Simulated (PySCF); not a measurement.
## Br⁺ (bromine, charge +1) across methods

[Ar] 3d10 4s2 4p4, high-spin 3P determinant. Computed with PySCF 2.14 in aug-cc-pwCVDZ-PP with ECP10MDF (6s5p4d1f, 48 functions), with scalar relativity through the core potential.

| method | E (hartree) | mean ε 4s β (eV) | mean ε 4p α (eV) | mean ε 4p β (eV) | Σ⟨r²⟩ (bohr²) | ⟨S²⟩ |
| --- | --- | --- | --- | --- | --- | --- |
| M06-L | -416.3962 | -29.197 | -18.516 | -16.466 | 31.00 | 2.003 |
| BLYP | -416.3323 | -29.224 | -17.913 | -16.292 | 31.31 | 2.001 |
| B3LYP | -416.4272 | -30.723 | -19.321 | -17.569 | 31.22 | 2.002 |
| PBE0 | -416.3326 | -30.814 | -19.728 | -17.786 | 31.15 | 2.002 |
| r2SCAN | -416.2360 | -29.412 | -18.716 | -16.769 | 31.04 | 2.003 |
| M06 | -416.4657 | -30.923 | -19.583 | -17.616 | 30.99 | 2.002 |
| LDA | -415.7620 | -29.612 | -18.236 | -16.497 | 31.21 | 2.001 |
| UHF | -415.08058 | -34.494 | -23.528 | -20.956 | 31.32 | 2.007 |
| PBE | -416.3578 | -29.161 | -18.175 | -16.385 | 31.24 | 2.002 |

Energies and moments cover only the electrons outside the core potential.
